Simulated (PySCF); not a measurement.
F2HIOSi, SMILES O[Si](F)(F)I. The structure is a stationary point at PBE-D3(BJ)/def2-SVP. This is a generated structure with no PubChem entry under its InChIKey; it may be hypothetical. The def2 effective core potentials stand for the cores of I; spin–orbit coupling is left out. Other conformers were not sampled.

Question: Give the equilibrium geometry at PBE-D3(BJ)/def2-SVP (PySCF confirms it by a frequency run) as bond lengths and angles, and its point group. (The exact figures need the calculation; the answer reports its results.)

Answer: This is not unique; one that fits is point group Cs.
Atoms: O1 Si2 F3 F4 I5 H6. Bonds (Å): O1–Si2 1.647, O1–H6 0.975, Si2–F3 1.623, Si2–F4 1.623, Si2–I5 2.412. Angles (°): Si2–O1–H6 116.0, O1–Si2–F3 111.2, O1–Si2–F4 111.2, O1–Si2–I5 108.3, F3–Si2–F4 105.2, F3–Si2–I5 110.4, F4–Si2–I5 110.4.
Charge 0, spin multiplicity 1.
